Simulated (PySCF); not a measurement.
Structure problem from calculated spectra and properties.

Formula: CH7B3O4Si.

* Valence photoelectron: vertical ionisation energy: 10.99 eV [ΔSCF PBE0/def2-SVPD]
* 13C NMR: chemical shifts (computed TMS as zero) by class: -0.3 (1 C) ppm [GIAO PBE0/pcSseg-1]
* NMR, other nuclei: isotropic shieldings of nuclei other than C and H, by class: 67 (1 B), 73 (1 B), 85 (1 B), 119 (1 O), 145 (1 O), 148 (1 O), 257 (1 O), 383 (1 Si) ppm [GIAO PBE0/pcSseg-1]
* Polarisability: 85.7 au [PBE0/def2-SVPD]
* 1H NMR: chemical shifts (computed TMS as zero) by class: 5.01 (3 H), 4.54 (1 H), 0.55 (3 H) ppm [GIAO PBE0/pcSseg-1]
* Dipole: 1.60 D [PBE0/def2-SVPD]
* Rotational structure: rotational constants A, B, C: 2.491, 0.900, 0.669 GHz [PBE0-D3(BJ)/def2-SVP]

Electronic properties: PySCF, gas phase, density fitting. Levels stand in brackets. One conformer (not necessarily the lowest) at the PBE0-D3(BJ)/def2-SVP geometry, without solvent, vibrations or thermal averaging. Each NMR value is the plain mean over a class of atoms that symmetry, rotation or inversion makes alike.

Question: Propose a structure and show how it fits.

Answer: Numbering: `[CH3:1][B:2]1[O:3][BH:4][O:5][B:6]([O:7][SiH3:8])[O:9]1`. The one carbon: chain sp3 carbon bound to boron [C1] (-0.3 ppm). Hydrogen classes from least to most shielded: 3 H on an oxygen-bound silicon, Si8 (5.01 ppm), 1 H on a three-coordinate boron, B4 (4.54 ppm), 3 H on an sp3 carbon bound to boron, C1 (0.55 ppm). The other shieldings belong to: 67 ppm, three-coordinate boron [B2]; 73 ppm, three-coordinate boron [B4]; 85 ppm, three-coordinate boron [B6]; 119 ppm, boron-bound oxygen [O3]; 145 ppm, boron-bound oxygen [O5]; 148 ppm, boron-bound oxygen [O9]; 257 ppm, boron-bound oxygen [O7]; 383 ppm, oxygen-bound silicon [Si8]. By its constants the optimised geometry is an asymmetric top. Structure: `CB1OBOB(O[SiH3])O1`. The assignments are read from this structure; whether some other isomer fits the data as well wasn't checked.

Shape of the structure used: `[CH3:1][B:2]1[O:3][BH:4][O:5][B:6]([O:7][SiH3:8])[O:9]1`: O5–B6–O7–Si8 180°.
